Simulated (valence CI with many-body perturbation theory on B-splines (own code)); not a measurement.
Results of a calculation; reference values are marked as such.
## Te⁴⁶⁺: what the settings do

Level of theory: valence CI with perturbative core correlation (CI+MBPT): four valence electrons over a frozen Dirac-Fock core [He], a basis of 6 s, 6 p, 5 d, 3 f, 1 g functions for each j, with the one-electron correlation potential Σ1 (screened to all orders), the two-electron term Σ2, the three-electron term Σ3, Breit, model QED; selected single and double excitations, second order for the rest, scaled by the run's own slope (own B-spline code, finite nucleus).

The last digits are not significant, and no measured levels were compared; by estimate large intervals hold to a few tenths of a per cent, small ones and those within an open d or f shell to about a per cent.

The reference run has the lowest level (2s^2 2p1/2^2) J=0 and an ionisation energy of 8240.69 eV. Its largest variational space holds 9999 state functions.

Levels are named by their leading jj configuration (3d3/2^4 stands for four electrons in 3d with j = 3/2), which in mixed levels can hold well under half, so a name can repeat and another be missing. Letters in brackets count levels of one name in rising energy.

Changed runs:
A. correlating orbitals by l 3 3 3 2 1 → 4 6 3 4 2
B. screening of Σ1 on → off
C. correlating orbitals by l 3 3 3 2 1 → 4 4 0 0 0
D. start configuration 2s2 2p2 → 2s2 3p2 (bad on purpose)

Excitation energies of the reference run in cm⁻¹, and shifts in cm⁻¹:

```csv
Level,Reference,A,B,C
(2s^2 2p1/2 2p3/2) J=1,2255960,+47,-0.3,-155
(2s^2 2p1/2 2p3/2) J=2,2378700,-31,-0.3,+1343
(2s 2p1/2^2 2p3/2) J=2,3672560,-10,+0.6,-482
(2s 2p1/2^2 2p3/2) J=1,4144810,-80,+0.6,+4265
(2s^2 2p3/2^2) J=2,4729620,-3.4,-0.6,+618
(2s^2 2p3/2^2) J=0,5040200,-77,-0.6,+300
(2s 2p1/2 2p3/2^2) J=2 [a],5814200,+58,+0.3,-1328
(2s 2p1/2 2p3/2^2) J=3,6084440,-67,+0.3,+2043
(2s 2p1/2 2p3/2^2) J=0,6367610,-54,+0.3,+2038
(2s 2p1/2 2p3/2^2) J=1 [a],6480220,-38,+0.3,+3867
(2s 2p1/2 2p3/2^2) J=2 [b],6562580,-93,+0.3,+5937
(2s 2p1/2 2p3/2^2) J=1 [b],6592120,-110,+0.3,+4460
Ionisation energy (eV),8240.69,+0.0091,-0.0013,-0.63
```

Run D: It gave no result: the start configuration must fill the lowest shells above the core. The program said: "3p is not the lowest shell of its kind above the core".
